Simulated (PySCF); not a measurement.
**TaCl at M06-2X**

Level: M06-2X. basis Ta def2-TZVPPD with ECP60, Cl def2-TZVPPD; scalar-relativistic core potentials; PySCF 2.14.

For TaCl, the state is ⁵Π (quintet), unpaired electrons σ ↑, π ↑, δ ↑↑. The bond length is 2.315 Å, the harmonic wavenumber is 357 cm⁻¹ and the force constant is 2.20 mdyn/Å. The rotational constant Be is 0.1073 cm⁻¹ and the anharmonicity ωexe is 1.04 cm⁻¹. The vibration–rotation constant αe is 0.000443 cm⁻¹. The bond order (Mayer) is 1.13. The dipole moment (positive dipole means Ta(−)Cl(+)) is -3.11 D.

De is left out where the level can put another filling of the metal’s s and d shells below the measured ground configuration, by anything from nothing to about 1 eV. Spin–orbit coupling is left out, which matters for elements this heavy, above all for dissociation energies. Counting both spins, an empty level lies below a filled one in this solution, because spin and occupation are held. With d or f electrons several states lie close, and the lowest PBE0 determinant need not be the measured ground state.
